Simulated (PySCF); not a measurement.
C4H8Si, SMILES C1=CC[SiH2]C1. Geometry optimised at PBE-D3(BJ)/def2-SVP. One conformer was computed; it need not be the lowest.

Computed equilibrium geometry at PBE-D3(BJ)/def2-SVP (PySCF confirms it by a frequency run) as bond lengths and angles, and its point group (one conformer of several):
point group Cs.
Atoms: C1 C2 C3 Si4 C5 H6 H7 H8 H9 H10 H11 H12 H13. Bonds (Å): C1–C2 1.352, C1–C5 1.514, C1–H6 1.104, C2–C3 1.514, C2–H7 1.104, C3–Si4 1.916, C3–H8 1.112, C3–H9 1.112, Si4–C5 1.916, Si4–H10 1.506, Si4–H11 1.506, C5–H12 1.112, C5–H13 1.112. Angles (°): C2–C1–C5 119.5, C2–C1–H6 120.8, C5–C1–H6 119.7, C1–C2–C3 119.5, C1–C2–H7 120.8, C3–C2–H7 119.7, C2–C3–Si4 102.5, C2–C3–H8 111.7, C2–C3–H9 111.7, Si4–C3–H8 112.8, Si4–C3–H9 112.7, H8–C3–H9 105.7, C3–Si4–C5 95.9, C3–Si4–H10 113.1, C3–Si4–H11 113.2, C5–Si4–H10 113.1, C5–Si4–H11 113.2, H10–Si4–H11 108.1, C1–C5–Si4 102.5, C1–C5–H12 111.7, C1–C5–H13 111.7, Si4–C5–H12 112.7, Si4–C5–H13 112.8, H12–C5–H13 105.7.
